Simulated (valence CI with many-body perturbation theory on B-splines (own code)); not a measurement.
Level structure of V

Computed by relativistic CI+MBPT: five valence electrons over a frozen Dirac-Fock core [Ar], a basis of 7 s, 7 p, 8 d, 6 f, 4 g, 1 h functions for each j, with the one-electron correlation potential Σ1 (screened to all orders), the two-electron term Σ2, the three-electron term Σ3, Breit, model QED; selected single and double excitations, second order for the rest, scaled by the run's own slope (own B-spline code, finite nucleus).

Against 15 measured levels this calculation errs by 761 cm⁻¹ on average and by 1234 at most. These come from a selection out of the NIST Handbook of Basic Atomic Spectroscopic Data. Levels without a partner in it may be off by more, other configurations by 1,000 to 4,000 cm⁻¹. Among the levels kept, up to 2200 cm⁻¹ of a level comes from second order outside the variational space, and about a tenth of that is noise between levels of different J, which matters for small intervals.

Levels 1 to 34 of 34, with energies above the lowest level, 3d3.4s2 4F_3/2. "Leading %" is the weight of the configuration and term that name the level; weights of strongly mixed levels are sums over their largest components and can fall short, so below about 35 % the name and the second component can differ from the true leading terms, or belong to a minority configuration. In the jj column 3d3/2^4 stands for four electrons in 3d with j = 3/2.

```tsv
No.	Configuration	Term	J	E (cm⁻¹)	Leading %	Leading jj	g
1	3d3.4s2	4F	3/2	0.0	90	3d3/2^2 3d5/2 4s^2 (32 %)	0.399
2	3d3.4s2	4F	5/2	145	90	3d3/2^2 3d5/2 4s^2 (68 %)	1.028
3	3d3.4s2	4F	7/2	330	90	3d3/2 3d5/2^2 4s^2 (71 %)	1.238
4	3d3.4s2	4F	9/2	526	90	3d5/2^3 4s^2 (41 %)	1.334
5	3d4.4s	6D	1/2	3329	94	3d3/2^2 3d5/2^2 4s (44 %)	3.338
6	3d4.4s	6D	3/2	3382	95	3d3/2^3 3d5/2 4s (38 %)	1.868
7	3d4.4s	6D	5/2	3444	95	3d3/2^2 3d5/2^2 4s (59 %)	1.658
8	3d4.4s	6D	7/2	3545	95	3d3/2 3d5/2^3 4s (44 %)	1.588
9	3d4.4s	6D	9/2	3624	95	3d3/2 3d5/2^3 4s (44 %)	1.557
10	3d4.4s	4D	1/2	9639	80	3d3/2^2 3d5/2^2 4s (28 %)	0.302
11	3d4.4s	4D	3/2	9684	84	3d3/2^2 3d5/2^2 4s (40 %)	1.239
12	3d3.4s2	4P	1/2	9693	70	3d3/2^2 3d5/2 4s^2 (40 %)	2.362
13	3d4.4s	4D	5/2	9763	90	3d3/2^2 3d5/2^2 4s (45 %)	1.375
14	3d3.4s2	4P	3/2	9784	74	3d3/2^2 3d5/2 4s^2 (31 %)	1.694
15	3d4.4s	4D	7/2	9920	91	3d3/2 3d5/2^3 4s (42 %)	1.429
16	3d3.4s2	4P	5/2	9972	79	3d3/2 3d5/2^2 4s^2 (49 %)	1.598
17	3d3.4s2	2G	7/2	11008	89	3d3/2^2 3d5/2 4s^2 (45 %)	0.889
18	3d3.4s2	2G	9/2	11178	89	3d3/2^2 3d5/2 4s^2 (40 %)	1.110
19	3d3.4s2	2P	1/2	14144	82	3d3/2 3d5/2^2 4s^2 (47 %)	0.670
20	3d3.4s2	2P	3/2	14178	68	3d3/2^3 4s^2 (29 %)	1.241
21	3d3.4s2	2H	9/2	14901	87	3d3/2^2 3d5/2 4s^2 (40 %)	0.910
22	3d3.4s2	2D	3/2	14991	71	3d5/2^3 4s^2 (48 %)	0.894
23	3d3.4s2	2H	11/2	15044	86	3d3/2 3d5/2^2 4s^2 (86 %)	1.091
24	3d3.4s2	2D	5/2	15081	86	3d3/2 3d5/2^2 4s^2 (44 %)	1.200
25	3d3.4s.4p	6G°	3/2	15745	95	3d3/2^2 3d5/2 4s 4p1/2 (28 %)	-0.002
26	3d3.4s.4p	6G°	5/2	15832	95	3d3/2^2 3d5/2 4s 4p1/2 (38 %)	0.857
27	3d4.4s	4H	7/2	15891	91	3d3/2^2 3d5/2^2 4s (39 %)	0.667
28	3d4.4s	4H	9/2	15910	91	3d3/2^2 3d5/2^2 4s (52 %)	0.970
29	3d3.4s.4p	6G°	7/2	15950	95	3d3/2^2 3d5/2 4s 4p1/2 (28 %)	1.143
30	3d4.4s	4H	11/2	15965	91	3d3/2^2 3d5/2^2 4s (57 %)	1.133
31	3d4.4s	4H	13/2	16008	91	3d3/2 3d5/2^3 4s (52 %)	1.231
32	3d3.4s.4p	6G°	9/2	16091	95	3d3/2^2 3d5/2 4s 4p3/2 (31 %)	1.273
33	3d3.4s.4p	6G°	11/2	16237	95	3d3/2 3d5/2^2 4s 4p3/2 (54 %)	1.343
34	3d3.4s.4p	6G°	13/2	16417	94	3d5/2^3 4s 4p3/2 (44 %)	1.385
```

Names give the largest LS component (configuration and term), which can be under half, so a name can repeat, a term be missing and a line seem to break the LS rules; names also repeat where a configuration has a term twice.

Where two levels of one J and parity lie close, their mixing, g and order are uncertain.

The ionisation energy to 3d4 5D_0 of the next ion comes out as 6.8504 eV (NIST: 6.74619 eV (measured), further off than twice its uncertainty). All 34 levels together are meant to be complete up to 16771 cm⁻¹.
